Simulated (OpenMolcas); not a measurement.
Sm3+ with its 6 nearest bromide ions, on the Y site of Cs2NaYBr6 (a = 11.3047 Å, distance in the model lattice 2.765 Å). The rest of the host is ab initio model potentials to 7.6 Å, with orthogonalisation functions on the cations behind the ligands, and point charges beyond; the distance is set by hand and nothing relaxes. Ligand basis ANO-RCC-VDZP.

- Program: OpenMolcas 26.06
- Method: CASSCF
- Basis: ANO-RCC-VDZP [7s6p4d2f1g]
- Scalar Hamiltonian: DKH2, point nucleus
- Active space: 5 electrons in 7 orbitals (4f)
- State averaging: 2S+1 = 6 odd, 21 roots; 2S+1 = 4 odd, 128 roots kept (CI in the orbitals of an earlier block, 108 in the spin-orbit step); 2S+1 = 2 odd, 130 roots kept (CI in the orbitals of an earlier block, 41 in the spin-orbit step)
- Spin-orbit coupling: state interaction with AMFI integrals over the reference wave functions

All ligands move together. At R = 2.765 Å the width of the lowest J multiplet is 93 cm-1, and at R = 2.868 Å it is 79 cm-1.

Problem. A third run gives 83 cm-1. What distance was it run at?

Solution. With a power law R^-n the two known points give n = -ln(79 / 93) / ln(2.868 / 2.765) = 4.46. Then R = 2.765 × (93 / 83)^(1/4.46) = 2.836 Å. The run was at 2.832 Å, so the estimate is off by +0.004 Å.

High states are left out of the spin-orbit mixing, which shifts the levels that they would mix with. Without dynamic correlation the ligand-field splitting of an f shell can come out too small, at times by half. No measured value stands beside these numbers; the geometry was set by hand and not optimised.
